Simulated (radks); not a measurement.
Valence configurations of Gd+ (all share [Xe]). All-electron calculation, scalar-relativistic Kohn-Sham, r2SCAN, spin-polarised, spherical densities, finite nucleus; open shells are filled with parallel spins first (spin-orbit coupling, left out, can overturn this in heavy ions); meta-GGA in the generalised Kohn-Sham scheme; Fermi nuclear charge, rms radius 5.1569 fm. Program: a radial shooting solver on a logarithmic mesh with Libxc functionals. Energies are relative to 4f7 5d1 6s1; eigenvalues in eV for spin up.

valence	E (eV)	moment (Bohr magnetons)	e(4f)	e(5d)	e(6p)	e(6s)
4f7 5d1 6s1	0.000	9	-17.209	-8.961	-	-10.000
4f8 5d1	2.509	7	-9.051	-6.108	-	-
4f7 6s1 6p1	3.274	9	-20.793	-	-7.510	-11.623
4f6 5d1 6s1 6p1	15.525	9	-27.806	-12.965	-7.816	-12.330
4f8 6s1	0.727	7	-10.882	-	-	-9.168
4f6.5 5d1 6s1.5	5.731	8	-21.935	-10.479	-	-10.639
4f7 5d0.5 6s1 6p0.5	1.552	9	-19.004	-10.081	-6.818	-10.847
4f7 5d2	0.990	9	-14.951	-7.556	-	-
4f6 5d1 6s2	13.092	7	-26.853	-12.023	-	-11.158
4f6.5 5d1.5 6s1	4.767	9	-20.518	-9.771	-	-10.333

NIST lists [Xe] 4f7 5d1 6s1 as the ground configuration; this level of theory agrees among the configurations tried. The energies are those of spherical high-spin densities, not of single terms.
